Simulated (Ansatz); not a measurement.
This geometry of BBrF2H2O (7 atoms, charge 0, multiplicity 1) is a first-order saddle point.

These are results of RKS B3LYP-D4/def2-SVP (Ansatz), not measurements.

```xyz
7
Properties=species:S:1:pos:R:3
B -0.345 -0.400 -0.440
Br -1.173 1.129 1.299
F -0.469 0.205 -1.612
F -0.942 -1.548 -0.199
H 0.409 0.486 1.039
O 0.967 -0.216 0.225
H 1.553 0.345 -0.312
```

Question: Which two structures does it join? (They come from a converged band through this point; their orientation in space is the band's.)

Answer: Bonds broken: B1–Br2, H5–O6. Bonds formed: Br2–H5. BBrF2H2O becomes BF2HO + BrH.

Image 0:

```xyz
7
Properties=species:S:1:pos:R:3
B -0.600 -0.237 -0.288
Br -1.532 1.000 1.010
F -0.450 0.260 -1.536
F -0.946 -1.524 -0.186
H 0.982 0.394 1.085
O 1.005 -0.175 0.293
H 1.541 0.283 -0.378
```

Image 8:

```xyz
7
Properties=species:S:1:pos:R:3
B -0.125 -0.697 -0.997
Br -0.659 1.452 2.813
F 0.297 -0.843 -2.245
F -1.213 -1.327 -0.607
H -0.160 0.812 1.628
O 0.537 0.086 -0.114
H 1.322 0.518 -0.478
```

Question: How far does it lie above each of them?

Answer: 12.7 kcal/mol above the first and 21.9 kcal/mol above the second. This is the barrier of this one path; another mechanism may lie lower. The orbitals stay closed-shell, which can raise the energy where a bond breaks towards radicals; this wasn't checked here.

Run time: 3.6 min on 2 threads of Intel(R) Xeon(R) Platinum 8488C (Sapphire Rapids), on a shared host, peak memory 0.23 GiB.
